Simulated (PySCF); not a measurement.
Isomers of C5H6F2O2. Level of theory: PySCF 2.14.0, density-fitted response routines, TDDFT PBE0/def2-SVPD, vertical, gas phase, core orbitals frozen in the response. Geometries: GFN2-xTB; one conformer of each isolated species. Triplets are in the Tamm–Dancoff approximation.

A. `O(C(F)F)[C@@H]1COC=C1`
B. `CCOC(=O)C=C(F)F`
C. `O=C1CCO[C@H]1C(F)F`
D. `FC(=O)/C(F)=C(/C)OC`

Lowest singlet levels (six at most, fewer where fewer were computed) with oscillator strengths:

1. 295 nm (f 0.001); 211 nm (f 0.009); 176 nm (f 0.004); 163 nm (f 0.018); 162 nm (f 0.016); 161 nm (f 0.024); T1 3.64 eV
2. 235 nm (f 0.000); 190 nm (f 0.311); 181 nm (f 0.168); 170 nm (f 0.001); 164 nm (f 0.017); 157 nm (f 0.018); T1 4.16 eV
3. 198 nm (f 0.150); 194 nm (f 0.043); 172 nm (f 0.002); 171 nm (f 0.008); 167 nm (f 0.002); 163 nm (f 0.015); T1 4.11 eV
4. 242 nm (f 0.392); 239 nm (f 0.000); 203 nm (f 0.004); 179 nm (f 0.000); 175 nm (f 0.000); 171 nm (f 0.000); T1 3.09 eV

Question: Match each spectrum to its molecule.

Answer: 1 = C, 2 = B, 3 = A, 4 = D.
- A: S1 at 6.26 eV, HOMO→LUMO (83%), HOMO→LUMO+1 (10%); Löwdin shares by element: HOMO carbon 57% or more, oxygen 28% or more; LUMO carbon 66% or more, oxygen 10% or more (atoms not listed hold the other 24%); HOMO -6.87 and LUMO 0.15 eV.
- B: S1 at 5.27 eV, HOMO-1→LUMO (92%); Löwdin shares by element: HOMO carbon 60% or more, oxygen 10% or more, fluorine 9% or more (atoms not listed hold the other 21%); LUMO carbon 60% or more, oxygen 17% or more (atoms not listed hold the other 23%); HOMO -8.32 and LUMO -1.27 eV.
- C: S1 at 4.21 eV, HOMO→LUMO (94%); Löwdin shares by element: HOMO oxygen 58%, carbon 20% or more (atoms not listed hold the other 22%); LUMO carbon 52% or more, oxygen 31% or more (atoms not listed hold the other 17%); HOMO -7.60 and LUMO -1.24 eV.
- D: S1 at 5.13 eV, HOMO→LUMO (98%); Löwdin shares by element: HOMO carbon 45% or more, oxygen 19% or more, fluorine 14% or more (atoms not listed hold the other 23%); LUMO carbon 57% or more, oxygen 18% or more (atoms not listed hold the other 26%); HOMO -7.10 and LUMO -1.55 eV; point group Cs, 4 of its 6 listed states under f = 0.0005.
B and D have S1 within 0.14 eV of each other; their strongest listed levels stand at 6.53 eV (f 0.311) and 5.13 eV (f 0.392).
